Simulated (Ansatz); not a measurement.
`[BH2][SbH][TeH]` + `[CH3][GeH]([NH2])[F]` → `B[NH][GeH]([CH3])[F]` + `[SbH2][TeH]` at 400 K and 1 bar (cleavage of the B–Sb bond).

Isolated molecules relaxed with PBE0-D4/def2-TZVP in Ansatz; ΔE leaves out vibrations. CCSD(T)/CBS adds triple-zeta CCSD(T) − MP2 to the extrapolated MP2 energy (def2 sets, frozen cores). Elements past krypton have def2 core potentials. For Ge, Sb, Te outer-core shells are correlated without core-valence functions, which leaves a few kJ/mol of doubt a bond. Scalar relativity is left out up to krypton. Each species was taken in one conformer, which may not be the lowest.

```
               species  CCSD(T)/CBS energy (Eh)  H − E (kJ/mol)  S (J/(mol·K))
     `[BH2][SbH][TeH]`               -534.92494           118.1          382.6
`[CH3][GeH]([NH2])[F]`              -2272.33936           223.4          369.4
`B[NH][GeH]([CH3])[F]`              -2297.76421           261.4          405.5
         `[SbH2][TeH]`               -509.54647            75.2          333.7
```

H − E and S are ideal-gas, rigid-rotor, harmonic terms from PBE0-D4/def2-TZVP, for one conformer and one mirror image of each species. 1 Eh = 2625.50 kJ/mol, R = 8.31446 J/(mol·K).

Q: By hand: ΔE, ΔH, ΔS and ΔG.

A: ΔE = (-2297.76421) + (-509.54647) − (-534.92494) − (-2272.33936) = -0.04638 Eh = -121.8 kJ/mol. Δ(H − E) = 261.4 + 75.2 − 118.1 − 223.4 = -4.9, so ΔH = -126.7 kJ/mol. ΔS = 405.5 + 333.7 − 382.6 − 369.4 = -12.8 J/(mol·K). ΔG = -126.7 − 400 × (-12.8)/1000 = -121.6 kJ/mol.

Q: By hand: the equilibrium constant, and the temperature at which ΔG would vanish if ΔH and ΔS stayed fixed.

A: log₁₀ K = −ΔG/(RT ln 10) = 15.9. ΔG = 0 at ΔH/ΔS = 9898 K, far beyond where these terms or the molecules hold.

The number of gas molecules stays the same, so ΔS is small and ΔH decides. A doubt of 5 kJ/mol in ΔE shifts log₁₀ K by 0.7 here. Other conformers and mirror images would add mixing entropy, several J/(mol·K) or more a flexible species. Modes under 60 cm⁻¹, often nearly free rotors, make the harmonic entropy too high. These are equilibria of isolated gas molecules and say nothing of rates. Largest T1 diagnostic: 0.013 (customary marks: 0.02 for closed shells, 0.045 for open ones).
